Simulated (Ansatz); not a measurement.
**Question.** Name a neutral molecule of C, Cl, O, Si and H with HOMO–LUMO gap (ωB97M-V/def2-TZVPP) between 13.15 and 13.45 eV and LUMO energy (B3LYP/def2-TZVPP) between -0.25 and 0.05 eV (Ansatz, PBE0-D4/def2-TZVP geometry).

**Answer.** `CC(C)(C)O[Si](Cl)(Cl)Cl` (13.19 eV, -0.01 eV). Other molecules can fit too; these were computed, each in one conformer that needn't be the lowest.

B3LYP here is the variant with VWN-RPA as its local correlation; programs differ in this.
